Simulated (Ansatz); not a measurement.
Potential energy curve for LiNa, singlet.

Method: Ansatz (an electronic-structure program) with restricted B3LYP/aug-cc-pVTZ.

The batch members p0 to p11 hold the bond at 2.32, 2.52, 2.64, 2.72, 2.85, 2.93, 3.04, 3.11, 3.21, 3.38, 3.62, 3.90 Å.

Ansatz input:

Ansatz 0.2 input:
```yaml
# input.yaml
basis:
  gaussian: { orbitals: aug-cc-pvtz }
hamiltonian:
  xc: b3lyp
batch:
  members: [p0.yaml, p1.yaml, p2.yaml, p3.yaml, p4.yaml, p5.yaml, p6.yaml, p7.yaml, p8.yaml, p9.yaml, p10.yaml, p11.yaml]

# p6.yaml, one of the 12 members of this batch
crystal:
  periodic: [false, false, false]
  atoms:
    - { symbol: Li, position_ang: [0.0, 0.0, 0.0] }
    - { symbol: Na, position_ang: [0.0, 0.0, 3.04] }
total_charge: 0
magnetization:
  spin_polarized: false
```

Lines of the output on each member:

```
Member 3: Total energy: -4620.97934831 eV, -169.8178588379 hartree
Member 2: Total energy: -4620.95404113 eV, -169.8169288165 hartree
Member 1: Total energy: -4620.89124087 eV, -169.8146209493 hartree
Member 0: Total energy: -4620.70375361 eV, -169.8077309195 hartree
Member 4: Total energy: -4620.99726094 eV, -169.8185171151 hartree
Member 5: Total energy: -4620.99640765 eV, -169.8184857571 hartree
Member 7: Total energy: -4620.96910090 eV, -169.8174822528 hartree
Member 6: Total energy: -4620.98335066 eV, -169.8180059216 hartree
Member 8: Total energy: -4620.94226338 eV, -169.8164959919 hartree
Member 10: Total energy: -4620.78168601 eV, -169.8105948825 hartree
Member 11: Total energy: -4620.65061157 eV, -169.8057779858 hartree
Member 9: Total energy: -4620.88328130 eV, -169.8143284406 hartree
```

The restricted form behind RKS-B3LYP keeps the bonding electrons paired and can't separate into open-shell fragments.
